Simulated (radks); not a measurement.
N2+, configuration [He] 2s2 2p1. Calculated with a radial shooting solver on a logarithmic mesh with Libxc functionals: scalar-relativistic Kohn-Sham, PBEsol, spin-polarised, spherical densities, finite nucleus; open shells are filled with parallel spins first; Fermi nuclear charge, rms radius 2.5582 fm. Some entries of the table are withheld. Estimate them.

orbital  occ.  eigenvalue (hartree)  <1/r> (bohr^-1)
1s up       1             -15.52287            6.626
1s down     1             -15.49169            6.637
2s up       1                   (1)            1.243
2s down     1                   (2)            1.223
2p up       1              -1.41161            1.150
2p down     0              -1.32152            1.129

Answer. 
(1) 2s up eigenvalue (hartree): -1.83612
(2) 2s down eigenvalue (hartree): -1.74922
